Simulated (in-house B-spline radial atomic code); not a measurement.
Values are calculated unless marked as measured or tabulated.
# Softness against transferability: the 5p channel of Te

Te, [Kr] 4d10 5s2 5p4, non-relativistic PBE, spherical and spin-unpolarised, from a B-spline radial code for spherical atoms (atomic units). The all-electron 5p level is ε = -0.221165 hartree, its outermost node lies just inside 1.03 bohr and its outer maximum at 2.19 bohr.

Troullier-Martins pseudo-orbitals are made for several radii. The cutoffs (hartree) are the plane-wave energies beyond which the orbital holds less than the named kinetic energy per electron. The phase error is the difference, pseudo minus all-electron, of arctan(R P'/P) at R = 3.37 bohr for all radii, half a hartree below and above the level.

```tsv
r_c (bohr)	V_l(0) (hartree)	cutoff for 10 mEh	for 1 mEh	for 0.1 mEh	phase error at ε − 0.5 (mrad)	at ε + 0.5 (mrad)
1.64	-9.32	15.5	20.7	50.8	-0.6	-7.9
1.91	-0.66	2.16	7.53	17.5	-0.4	-3.4
2.19	0.56	3.7	7.22	15	-0.3	-2.8
2.48	0.01	2	6.48	13.3	-0.4	-4.0
2.76	-0.51	1.84	5.51	10.2	-0.8	-7.1
3.07	-0.86	1.77	4.15	6.2	-1.7	-12.7
```

**Question.** Which radius needs the lowest cutoff for 0.1 mEh while both phase errors stay within 7.2 mrad?

**Answer.** The radii within that limit are 1.91, 2.19, 2.48, 2.76 bohr; of these r_c = 2.76 needs the least, 10.2 hartree, that is 20.4 Ry or 278 eV.

**Question.** What does the larger radius buy, and what does it cost?

**Answer.** From r_c = 1.64 to 3.07 bohr the cutoff for 1 mEh goes from 20.7 to 4.15 hartree, a factor of 4.99, against 3.50 for a pure 1/r_c² scaling, end to end; step by step it is 20.7, 7.53, 7.22, 6.48, 5.51, 4.15, and for 0.1 mEh 50.8, 17.5, 15, 13.3, 10.2, 6.2; the number of plane waves goes as the cutoff to the power 3/2, here a factor of 11.1. The larger of the two phase errors is least at r_c = 2.19 bohr, 2.8 mrad; it is 7.9 at the smallest radius and 12.7 at the largest. These errors test the reference atom alone. The smallest radius lies well inside the outer maximum, where the nodeless form must bend sharply to keep the norm, so it is both harder and scatters less well than the next. Large radii also let the cores of neighbours overlap, which an atom doesn't show.
